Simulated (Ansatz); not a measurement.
Two isomers of C3H8Si2: A = `CC1=C[SiH2][SiH2]1`, B = `[SiH3]C=C=C[SiH3]`.

Isolated molecules relaxed with PBE0-D4/def2-TZVP in Ansatz; ΔE leaves out vibrations. CCSD(T)/CBS is the MP2 limit (def2-TZVPP, def2-QZVPP) plus CCSD(T) − MP2 in def2-TZVPP, frozen cores. DFT in def2-TZVPP. B3LYP here is the variant with VWN-RPA as its local correlation; programs differ in this.

Problem. Which isomer does CCSD(T)/CBS put lower? Give the gap. (An estimate is asked.)

Solution. Ansatz gave: A, by 17.5 kcal/mol.

Problem. Give E(B) − E(A) in kcal/mol with ωB97M-V, PBE0-D4, CCSD/def2-TZVPP, B3LYP, CCSD(T)/def2-TZVPP, MP2/def2-TZVPP, HF/def2-TZVPP. (Estimate.)

Solution. Computed: ωB97M-V 16.1, PBE0-D4 20.6, CCSD/def2-TZVPP 16.1, B3LYP 11.3, CCSD(T)/def2-TZVPP 16.7, MP2/def2-TZVPP 17.5, HF/def2-TZVPP 9.7. None reverses the order clearly.

Largest T1 diagnostic: 0.013.

In def2-TZVPP, CCSD(T) changes the Hartree–Fock value by +7.0 kcal/mol (the triples alone add +0.6 kcal/mol) and MP2 by +7.8 kcal/mol. From PBE to PBE0 (25 % exact exchange), in def2-TZVPP and without D4, E(B) − E(A) moves by +2.0 kcal/mol.
